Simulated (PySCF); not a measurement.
```xyz
4
charge 1 multiplicity 1, angstrom
Hf    0.0000    0.0000   -0.2964
Cl    2.1099    0.0000    0.5256
Cl   -1.0550    1.8273    0.5256
Cl   -1.0550   -1.8273    0.5256
```

All numbers come from PBE0/[Hf def2-SVP with ECP60, Cl def2-SVP], scalar-relativistic core potentials, density fitting, no spin–orbit coupling, PySCF.

This geometry of [HfCl3]+ is a stationary point at this level.

What is the point group?

C3v.

Is it a minimum?

Yes: all harmonic wavenumbers are real.

List the harmonic modes with their infrared intensities.


```
symmetry  ω (cm⁻¹)  IR (km/mol, summed over degenerate members)     type
      a1        88                                          7.2     bend
       e       111                                          1.2     bend
      a1       435                                          6.3  stretch
       e       441                                          148  stretch
```

What are the dipole moment and the gap between the highest occupied and lowest empty levels?

4.11 D about the centre of mass and 5.60 eV.

In C3v the vibrations span 2a1 + 2e.

Other isomers or separated fragments may lie lower. No spin–orbit coupling is included, which matters more the heavier the element.
